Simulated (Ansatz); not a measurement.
**Molecular dynamics of ClH₄NOSi**

input.yaml

```yaml
crystal:
  periodic: [false, false, false]
  atoms:
    - { symbol: Si, position_ang: [0.04292, -0.188095, 0.085264] }
    - { symbol: H, position_ang: [-0.153935, -0.024665, 1.492279] }
    - { symbol: O, position_ang: [1.682707, -0.205639, -0.229471] }
    - { symbol: H, position_ang: [1.805524, -0.360108, -1.211846] }
    - { symbol: Cl, position_ang: [-0.783357, 1.505733, -0.884495] }
    - { symbol: "N", position_ang: [-0.736427, -1.616367, -0.447605] }
    - { symbol: H, position_ang: [-1.631833, -1.854621, -0.002584] }
    - { symbol: H, position_ang: [-0.815299, -1.791139, -1.457742] }
basis:
  gaussian: { orbitals: STO-3G }
hamiltonian:
  xc: { name: BHLYP }
md:
  timestep: 1.0
  n_steps: 250
  ensemble: nve
  temperature: 700.0
  initial_velocities: maxwell_boltzmann
  seed: 168854
```

Run as:

```bash
$ ansatz run input.yaml --threads 1 --pin off --max-ram 2048MiB --backend cpu --events-out ev --progress --plain --runs-dir out
```

It starts from a relaxed structure.

Output, in part (one step line in 3, the closing report, with atoms numbered from 0):

```
md step     0: t =     0.00 fs  T =   700.0 K  F+E_penalty+E_count = -23727.54585687 eV  E_kin = 0.542892 eV  conserved = -23727.00296487 eV  (21 SCF iters)
md step     3: t =     3.00 fs  T =   557.9 K  F+E_penalty+E_count = -23727.43183049 eV  E_kin = 0.432713 eV  conserved = -23726.99911749 eV  (25 SCF iters)
md step     6: t =     6.00 fs  T =   319.9 K  F+E_penalty+E_count = -23727.24279824 eV  E_kin = 0.248136 eV  conserved = -23726.99466176 eV  (25 SCF iters)
md step     9: t =     9.00 fs  T =   234.0 K  F+E_penalty+E_count = -23727.17983410 eV  E_kin = 0.181464 eV  conserved = -23726.99837007 eV  (26 SCF iters)
md step    12: t =    12.00 fs  T =   274.5 K  F+E_penalty+E_count = -23727.21359010 eV  E_kin = 0.212888 eV  conserved = -23727.00070220 eV  (26 SCF iters)
md step    15: t =    15.00 fs  T =   375.7 K  F+E_penalty+E_count = -23727.28938280 eV  E_kin = 0.291364 eV  conserved = -23726.99801929 eV  (26 SCF iters)
md step    18: t =    18.00 fs  T =   433.7 K  F+E_penalty+E_count = -23727.33190830 eV  E_kin = 0.336323 eV  conserved = -23726.99558535 eV  (26 SCF iters)
md step    21: t =    21.00 fs  T =   442.4 K  F+E_penalty+E_count = -23727.34273899 eV  E_kin = 0.343112 eV  conserved = -23726.99962667 eV  (25 SCF iters)
md step    24: t =    24.00 fs  T =   349.7 K  F+E_penalty+E_count = -23727.27263068 eV  E_kin = 0.271206 eV  conserved = -23727.00142480 eV  (26 SCF iters)
md step    27: t =    27.00 fs  T =   220.0 K  F+E_penalty+E_count = -23727.16790652 eV  E_kin = 0.170656 eV  conserved = -23726.99725079 eV  (26 SCF iters)
md step    30: t =    30.00 fs  T =   190.3 K  F+E_penalty+E_count = -23727.14256250 eV  E_kin = 0.147607 eV  conserved = -23726.99495595 eV  (26 SCF iters)
md step    33: t =    33.00 fs  T =   296.5 K  F+E_penalty+E_count = -23727.22981859 eV  E_kin = 0.229966 eV  conserved = -23726.99985239 eV  (26 SCF iters)
md step    36: t =    36.00 fs  T =   390.4 K  F+E_penalty+E_count = -23727.30476653 eV  E_kin = 0.302753 eV  conserved = -23727.00201347 eV  (26 SCF iters)
md step    39: t =    39.00 fs  T =   374.0 K  F+E_penalty+E_count = -23727.28779983 eV  E_kin = 0.290071 eV  conserved = -23726.99772856 eV  (25 SCF iters)
md step    42: t =    42.00 fs  T =   332.0 K  F+E_penalty+E_count = -23727.25304895 eV  E_kin = 0.257471 eV  conserved = -23726.99557809 eV  (25 SCF iters)
md step    45: t =    45.00 fs  T =   294.0 K  F+E_penalty+E_count = -23727.22714565 eV  E_kin = 0.228014 eV  conserved = -23726.99913143 eV  (26 SCF iters)
md step    48: t =    48.00 fs  T =   234.6 K  F+E_penalty+E_count = -23727.18247485 eV  E_kin = 0.181970 eV  conserved = -23727.00050507 eV  (26 SCF iters)
md step    51: t =    51.00 fs  T =   226.0 K  F+E_penalty+E_count = -23727.17235113 eV  E_kin = 0.175296 eV  conserved = -23726.99705562 eV  (25 SCF iters)
md step    54: t =    54.00 fs  T =   311.0 K  F+E_penalty+E_count = -23727.23659068 eV  E_kin = 0.241222 eV  conserved = -23726.99536842 eV  (25 SCF iters)
md step    57: t =    57.00 fs  T =   445.2 K  F+E_penalty+E_count = -23727.34520725 eV  E_kin = 0.345251 eV  conserved = -23726.99995600 eV  (25 SCF iters)
md step    60: t =    60.00 fs  T =   463.0 K  F+E_penalty+E_count = -23727.36101568 eV  E_kin = 0.359080 eV  conserved = -23727.00193575 eV  (25 SCF iters)
md step    63: t =    63.00 fs  T =   342.7 K  F+E_penalty+E_count = -23727.26395970 eV  E_kin = 0.265802 eV  conserved = -23726.99815796 eV  (26 SCF iters)
md step    66: t =    66.00 fs  T =   213.2 K  F+E_penalty+E_count = -23727.16026088 eV  E_kin = 0.165356 eV  conserved = -23726.99490536 eV  (25 SCF iters)
md step    69: t =    69.00 fs  T =   236.2 K  F+E_penalty+E_count = -23727.18153524 eV  E_kin = 0.183223 eV  conserved = -23726.99831222 eV  (26 SCF iters)
md step    72: t =    72.00 fs  T =   346.5 K  F+E_penalty+E_count = -23727.26976461 eV  E_kin = 0.268754 eV  conserved = -23727.00101035 eV  (25 SCF iters)
md step    75: t =    75.00 fs  T =   425.7 K  F+E_penalty+E_count = -23727.32826986 eV  E_kin = 0.330188 eV  conserved = -23726.99808157 eV  (25 SCF iters)
md step    78: t =    78.00 fs  T =   422.1 K  F+E_penalty+E_count = -23727.32306424 eV  E_kin = 0.327396 eV  conserved = -23726.99566843 eV  (26 SCF iters)
md step    81: t =    81.00 fs  T =   375.6 K  F+E_penalty+E_count = -23727.29028800 eV  E_kin = 0.291279 eV  conserved = -23726.99900901 eV  (25 SCF iters)
md step    84: t =    84.00 fs  T =   328.8 K  F+E_penalty+E_count = -23727.25579503 eV  E_kin = 0.254996 eV  conserved = -23727.00079931 eV  (22 SCF iters)
md step    87: t =    87.00 fs  T =   300.2 K  F+E_penalty+E_count = -23727.22982936 eV  E_kin = 0.232784 eV  conserved = -23726.99704494 eV  (26 SCF iters)
md step    90: t =    90.00 fs  T =   350.6 K  F+E_penalty+E_count = -23727.26803580 eV  E_kin = 0.271901 eV  conserved = -23726.99613446 eV  (26 SCF iters)
md step    93: t =    93.00 fs  T =   407.3 K  F+E_penalty+E_count = -23727.31692267 eV  E_kin = 0.315892 eV  conserved = -23727.00103064 eV  (25 SCF iters)
md step    96: t =    96.00 fs  T =   365.4 K  F+E_penalty+E_count = -23727.28370388 eV  E_kin = 0.283385 eV  conserved = -23727.00031880 eV  (25 SCF iters)
md step    99: t =    99.00 fs  T =   323.5 K  F+E_penalty+E_count = -23727.24658893 eV  E_kin = 0.250889 eV  conserved = -23726.99569991 eV  (25 SCF iters)
md step   102: t =   102.00 fs  T =   356.8 K  F+E_penalty+E_count = -23727.27439288 eV  E_kin = 0.276696 eV  conserved = -23726.99769737 eV  (22 SCF iters)
md step   105: t =   105.00 fs  T =   394.9 K  F+E_penalty+E_count = -23727.30798672 eV  E_kin = 0.306307 eV  conserved = -23727.00167960 eV  (26 SCF iters)
md step   108: t =   108.00 fs  T =   349.7 K  F+E_penalty+E_count = -23727.26905140 eV  E_kin = 0.271207 eV  conserved = -23726.99784468 eV  (25 SCF iters)
md step   111: t =   111.00 fs  T =   317.5 K  F+E_penalty+E_count = -23727.24171530 eV  E_kin = 0.246268 eV  conserved = -23726.99544752 eV  (25 SCF iters)
md step   114: t =   114.00 fs  T =   347.0 K  F+E_penalty+E_count = -23727.26778080 eV  E_kin = 0.269123 eV  conserved = -23726.99865791 eV  (24 SCF iters)
md step   117: t =   117.00 fs  T =   453.1 K  F+E_penalty+E_count = -23727.35291705 eV  E_kin = 0.351417 eV  conserved = -23727.00149964 eV  (25 SCF iters)
md step   120: t =   120.00 fs  T =   456.7 K  F+E_penalty+E_count = -23727.35203861 eV  E_kin = 0.354237 eV  conserved = -23726.99780167 eV  (20 SCF iters)
md step   123: t =   123.00 fs  T =   374.7 K  F+E_penalty+E_count = -23727.28631008 eV  E_kin = 0.290565 eV  conserved = -23726.99574526 eV  (25 SCF iters)
md step   126: t =   126.00 fs  T =   329.1 K  F+E_penalty+E_count = -23727.25534161 eV  E_kin = 0.255274 eV  conserved = -23727.00006785 eV  (25 SCF iters)
md step   129: t =   129.00 fs  T =   278.5 K  F+E_penalty+E_count = -23727.21690027 eV  E_kin = 0.216003 eV  conserved = -23727.00089745 eV  (25 SCF iters)
md step   132: t =   132.00 fs  T =   266.5 K  F+E_penalty+E_count = -23727.20318939 eV  E_kin = 0.206665 eV  conserved = -23726.99652399 eV  (25 SCF iters)
md step   135: t =   135.00 fs  T =   320.7 K  F+E_penalty+E_count = -23727.24512981 eV  E_kin = 0.248707 eV  conserved = -23726.99642272 eV  (24 SCF iters)
md step   138: t =   138.00 fs  T =   341.5 K  F+E_penalty+E_count = -23727.26519047 eV  E_kin = 0.264875 eV  conserved = -23727.00031500 eV  (26 SCF iters)
md step   141: t =   141.00 fs  T =   325.8 K  F+E_penalty+E_count = -23727.25293696 eV  E_kin = 0.252710 eV  conserved = -23727.00022648 eV  (26 SCF iters)
md step   144: t =   144.00 fs  T =   335.9 K  F+E_penalty+E_count = -23727.25661837 eV  E_kin = 0.260499 eV  conserved = -23726.99611967 eV  (26 SCF iters)
md step   147: t =   147.00 fs  T =   386.9 K  F+E_penalty+E_count = -23727.29691571 eV  E_kin = 0.300102 eV  conserved = -23726.99681383 eV  (26 SCF iters)
md step   150: t =   150.00 fs  T =   378.3 K  F+E_penalty+E_count = -23727.29407978 eV  E_kin = 0.293364 eV  conserved = -23727.00071550 eV  (25 SCF iters)
md step   153: t =   153.00 fs  T =   321.9 K  F+E_penalty+E_count = -23727.25019679 eV  E_kin = 0.249643 eV  conserved = -23727.00055426 eV  (26 SCF iters)
md step   156: t =   156.00 fs  T =   249.5 K  F+E_penalty+E_count = -23727.18882548 eV  E_kin = 0.193476 eV  conserved = -23726.99534972 eV  (26 SCF iters)
md step   159: t =   159.00 fs  T =   326.5 K  F+E_penalty+E_count = -23727.25047086 eV  E_kin = 0.253228 eV  conserved = -23726.99724299 eV  (26 SCF iters)
md step   162: t =   162.00 fs  T =   445.6 K  F+E_penalty+E_count = -23727.34773439 eV  E_kin = 0.345618 eV  conserved = -23727.00211630 eV  (26 SCF iters)
md step   165: t =   165.00 fs  T =   389.3 K  F+E_penalty+E_count = -23727.30106302 eV  E_kin = 0.301925 eV  conserved = -23726.99913774 eV  (26 SCF iters)
md step   168: t =   168.00 fs  T =   262.9 K  F+E_penalty+E_count = -23727.19879982 eV  E_kin = 0.203859 eV  conserved = -23726.99494122 eV  (25 SCF iters)
md step   171: t =   171.00 fs  T =   238.9 K  F+E_penalty+E_count = -23727.18459954 eV  E_kin = 0.185288 eV  conserved = -23726.99931149 eV  (22 SCF iters)
md step   174: t =   174.00 fs  T =   245.4 K  F+E_penalty+E_count = -23727.19019699 eV  E_kin = 0.190359 eV  conserved = -23726.99983796 eV  (26 SCF iters)
md step   177: t =   177.00 fs  T =   348.4 K  F+E_penalty+E_count = -23727.26644830 eV  E_kin = 0.270183 eV  conserved = -23726.99626491 eV  (26 SCF iters)
md step   180: t =   180.00 fs  T =   492.4 K  F+E_penalty+E_count = -23727.37936839 eV  E_kin = 0.381852 eV  conserved = -23726.99751688 eV  (26 SCF iters)
md step   183: t =   183.00 fs  T =   483.2 K  F+E_penalty+E_count = -23727.37599445 eV  E_kin = 0.374782 eV  conserved = -23727.00121252 eV  (24 SCF iters)
md step   186: t =   186.00 fs  T =   341.7 K  F+E_penalty+E_count = -23727.26505418 eV  E_kin = 0.265029 eV  conserved = -23727.00002485 eV  (25 SCF iters)
md step   189: t =   189.00 fs  T =   224.8 K  F+E_penalty+E_count = -23727.17046839 eV  E_kin = 0.174370 eV  conserved = -23726.99609854 eV  (21 SCF iters)
md step   192: t =   192.00 fs  T =   214.4 K  F+E_penalty+E_count = -23727.16145932 eV  E_kin = 0.166250 eV  conserved = -23726.99520902 eV  (24 SCF iters)
md step   195: t =   195.00 fs  T =   423.8 K  F+E_penalty+E_count = -23727.33058218 eV  E_kin = 0.328651 eV  conserved = -23727.00193147 eV  (25 SCF iters)
md step   198: t =   198.00 fs  T =   531.5 K  F+E_penalty+E_count = -23727.41411468 eV  E_kin = 0.412214 eV  conserved = -23727.00190062 eV  (25 SCF iters)
md step   201: t =   201.00 fs  T =   429.4 K  F+E_penalty+E_count = -23727.32919144 eV  E_kin = 0.333005 eV  conserved = -23726.99618657 eV  (25 SCF iters)
md step   204: t =   204.00 fs  T =   316.2 K  F+E_penalty+E_count = -23727.24094416 eV  E_kin = 0.245270 eV  conserved = -23726.99567368 eV  (25 SCF iters)
md step   207: t =   207.00 fs  T =   298.2 K  F+E_penalty+E_count = -23727.23180370 eV  E_kin = 0.231241 eV  conserved = -23727.00056233 eV  (25 SCF iters)
md step   210: t =   210.00 fs  T =   286.9 K  F+E_penalty+E_count = -23727.22203595 eV  E_kin = 0.222520 eV  conserved = -23726.99951637 eV  (26 SCF iters)
md step   213: t =   213.00 fs  T =   360.8 K  F+E_penalty+E_count = -23727.27632736 eV  E_kin = 0.279784 eV  conserved = -23726.99654343 eV  (25 SCF iters)
md step   216: t =   216.00 fs  T =   418.9 K  F+E_penalty+E_count = -23727.32175593 eV  E_kin = 0.324849 eV  conserved = -23726.99690715 eV  (25 SCF iters)
md step   219: t =   219.00 fs  T =   420.8 K  F+E_penalty+E_count = -23727.32793859 eV  E_kin = 0.326317 eV  conserved = -23727.00162130 eV  (24 SCF iters)
md step   222: t =   222.00 fs  T =   369.9 K  F+E_penalty+E_count = -23727.28821493 eV  E_kin = 0.286844 eV  conserved = -23727.00137045 eV  (25 SCF iters)
md step   225: t =   225.00 fs  T =   272.0 K  F+E_penalty+E_count = -23727.20731175 eV  E_kin = 0.210947 eV  conserved = -23726.99636449 eV  (25 SCF iters)
md step   228: t =   228.00 fs  T =   220.4 K  F+E_penalty+E_count = -23727.16680183 eV  E_kin = 0.170907 eV  conserved = -23726.99589457 eV  (24 SCF iters)
md step   231: t =   231.00 fs  T =   340.3 K  F+E_penalty+E_count = -23727.26512478 eV  E_kin = 0.263903 eV  conserved = -23727.00122197 eV  (25 SCF iters)
md step   234: t =   234.00 fs  T =   418.2 K  F+E_penalty+E_count = -23727.32520904 eV  E_kin = 0.324328 eV  conserved = -23727.00088076 eV  (25 SCF iters)
md step   237: t =   237.00 fs  T =   379.9 K  F+E_penalty+E_count = -23727.29096059 eV  E_kin = 0.294625 eV  conserved = -23726.99633547 eV  (25 SCF iters)
md step   240: t =   240.00 fs  T =   341.3 K  F+E_penalty+E_count = -23727.26069835 eV  E_kin = 0.264720 eV  conserved = -23726.99597828 eV  (25 SCF iters)
md step   243: t =   243.00 fs  T =   312.8 K  F+E_penalty+E_count = -23727.24321799 eV  E_kin = 0.242574 eV  conserved = -23727.00064394 eV  (25 SCF iters)
md step   246: t =   246.00 fs  T =   275.6 K  F+E_penalty+E_count = -23727.21365848 eV  E_kin = 0.213715 eV  conserved = -23726.99994364 eV  (25 SCF iters)
md step   249: t =   249.00 fs  T =   348.1 K  F+E_penalty+E_count = -23727.26638523 eV  E_kin = 0.269994 eV  conserved = -23726.99639122 eV  (25 SCF iters)
md step   250: t =   250.00 fs  T =   431.6 K  F+E_penalty+E_count = -23727.33572052 eV  E_kin = 0.334769 eV  conserved = -23727.00095157 eV  (22 SCF iters)
Total energy: -23727.33584689 eV, -871.9635094073 hartree
Atom 0 at     0.031095    -0.184319     0.097263 Å, force     0.037623    -1.185410    -0.821810 eV/Å
Atom 1 at    -0.329123    -0.076806     1.482455 Å, force     0.291944     0.326795     0.054313 eV/Å
Atom 2 at     1.718936    -0.258388    -0.301374 Å, force    -1.481364    -0.042631     0.334964 eV/Å
Atom 3 at     2.028280     0.682532    -0.497393 Å, force    -0.361610    -0.176454     0.122261 eV/Å
Atom 4 at    -0.778756     1.518485    -0.893542 Å, force     0.210889    -0.100936     0.164801 eV/Å
Atom 5 at    -0.773561    -1.653323    -0.410753 Å, force     1.568028     0.388915    -1.397024 eV/Å
Atom 6 at    -1.737419    -1.866419    -0.145625 Å, force    -0.254917     0.329608     0.413207 eV/Å
Atom 7 at    -0.648630    -1.972748    -1.406311 Å, force    -0.010593     0.460112     1.129287 eV/Å
Dipole moment:     0.052244    -0.234055     0.151637 e Å
```

The run went to its last step. The conserved energy stayed within 1.1 meV per atom of its start (net change 0.25 meV per atom), so the integration is sound. Over the second half the temperature averaged 0.49 of the 700 K drawn at the start: a run that starts near a minimum puts about half its kinetic energy into the potential. A run of 0.25 ps of so small a system gives no equilibrium averages. Limits of this set-up: minimal basis.

The same pairs are bonded in the first frame and the last. Pairs count as bonded within 1.25 times the sum of covalent radii (0.12 Å more for H–H).

Last frame:

```xyz
8
Properties=species:S:1:pos:R:3
Si 0.031 -0.184 0.097
H -0.329 -0.077 1.482
O 1.719 -0.258 -0.301
H 2.028 0.682 -0.497
Cl -0.779 1.518 -0.893
N -0.774 -1.653 -0.411
H -1.737 -1.866 -0.146
H -0.649 -1.973 -1.406
```

Time of the run: 9.7 min on 1 thread of Arm Neoverse N1, with other jobs on the host, peak memory 0.087 GiB.
